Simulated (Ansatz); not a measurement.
**Pulling the pair apart**

The pair of C2H2 (SMILES C#C, atoms 1–4) and SbH3 (SMILES [SbH3], atoms 5–8), both closed shells, in one local arrangement (a lower one may exist), relaxed at PBE0-D4/def2-TZVP:

C1  (0.103, -0.621, -2.001)
C2  (0.195, 0.564, -1.848)
H3  (0.021, -1.673, -2.143)
H4  (0.277, 1.616, -1.708)
Sb5  (-0.187, -0.640, 1.662)
H6  (-0.283, -0.246, 3.326)
H7  (-1.279, 0.607, 1.260)
H8  (1.155, 0.392, 1.451)
(Å)

SbH3 is shifted rigidly along the line between the mean atom positions of the two fragments (negative: closer). Counterpoise interaction energies in kcal/mol. Program: Ansatz 0.2.0. Basis: def2-TZVPPD. Cores are frozen in the correlated methods. Filled d shells of the heavier atoms are correlated. Core potentials replace the inner electrons of the atoms past krypton. The def2 sets are not built for correlating such inner shells, so the correlated values are less sure here. B3LYP uses VWN-RPA correlation.

| shift (Å) | PBE0-D4 | PBE-D4 | B3LYP-D4 |
| --- | --- | --- | --- |
| -0.37 | -1.27 | -1.33 | -0.90 |
| -0.18 | -1.85 | -1.92 | -1.68 |
| 0.00 | -2.00 | -2.07 | -1.92 |
| 0.18 | -1.92 | -1.98 | -1.87 |
| 0.44 | -1.65 | -1.70 | -1.58 |
| 0.92 | -1.07 | -1.10 | -0.96 |
| 1.84 | -0.39 | -0.40 | -0.31 |
| 3.67 | -0.05 | -0.04 | -0.03 |

Question: What does CCSD(T) give at these shifts? (Judge from chemistry; the value comes from the calculation.)

Answer: The calculation gives: -0.05, -0.91, -1.25, -1.31, -1.18, -0.79, -0.31, -0.06 kcal/mol. For zero shift, CCSD(T) at an estimated basis limit (MP2 extrapolated from triple and quadruple zeta, plus CCSD(T) − MP2 in triple zeta) gives -1.66 kcal/mol. These are counterpoise interaction energies, counted from the two frozen fragments.

T1 diagnostic: at most 0.014.

For scale, one of the runs: CCSD(T)/def2-TZVPPD, 215 basis functions, launched by `ansatz run in.yaml --threads 4 --pin off --events-out ev --progress --plain --max-ram 9574MiB`. Hardware: 4 CPU threads of an Arm Neoverse V1, shared host. Wall time 73 s; peak host memory 3.4 GiB.
